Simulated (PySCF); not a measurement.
InH₂, SMILES [InH2], multiplicity 2.

The structure is a stationary point at B3LYP-D3(BJ)/def2-TZVPD. The def2 effective core potentials stand for the cores of In; spin–orbit coupling is left out.

All values below come from PBE/def2-TZVPD run with PySCF.

Gas-phase values at a fixed geometry.

```yaml
total_energy: -191.26898 hartree
point_group: C2v
"α spin, highest occupied and lowest empty level": -4.54 and -2.77 eV
"β spin, highest occupied and lowest empty level": -6.72 and -3.49 eV
dipole_moment: 0.48 D
quadrupole, principal values (traceless, Buckingham form, about the centre of nuclear charge): -4.22, -1.67, 5.89 D·Å
mean_static_polarisability: 52.7 bohr³ (7.82 Å³)
polarisability_principal_values: 43.7, 54.4, 60.2 bohr³
"⟨S²⟩": 0.752 (pure state 0.75)
```
